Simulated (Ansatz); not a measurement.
One change: `F[CH](F)[GeH2][SiH3]` becomes `C[SiH2]C(F)F`.

Ansatz, PBE0-D4/def2-TZVP geometries, multiplicity 1. Each molecule was computed in one conformer, which needn't be the lowest.

Scalar relativity is left out up to krypton.

| property | `F[CH](F)[GeH2][SiH3]` |
| --- | --- |
| HOMO–LUMO gap (PBE/def2-TZVPP) / eV | 6.07 |
| LUMO energy (B3LYP/def2-TZVPP) / eV | -0.20 |
| HOMO energy (PBE/def2-TZVPP) / eV | -6.87 |
| size of the dipole moment (ωB97M-V/def2-TZVPP) / D | 1.65 |
| size of the dipole moment (PBE/def2-TZVPP) / D | 1.41 |
| HOMO energy (PBE0/def2-TZVPP) / eV | -8.21 |

What does the change do to each property? (Estimate.)

The calculation gave: 
| property | `C[SiH2]C(F)F` | shift |
| --- | --- | --- |
| HOMO–LUMO gap (PBE/def2-TZVPP) / eV | 6.55 | 0.48 |
| LUMO energy (B3LYP/def2-TZVPP) / eV | 0.21 | 0.41 |
| HOMO energy (PBE/def2-TZVPP) / eV | -6.89 | -0.02 |
| size of the dipole moment (ωB97M-V/def2-TZVPP) / D | 2.53 | 0.88 |
| size of the dipole moment (PBE/def2-TZVPP) / D | 2.35 | 0.94 |
| HOMO energy (PBE0/def2-TZVPP) / eV | -8.46 | -0.25 |

With PBE0 the HOMO falls by 0.25 eV and the LUMO rises by 0.47 eV, so the gap widens by about 0.72 eV. PBE moves the HOMO by -0.02 eV and ωB97M-V by -0.45 eV. Dipoles are sizes alone; their direction can turn.

B3LYP here is the variant with VWN-RPA as its local correlation; programs differ in this.
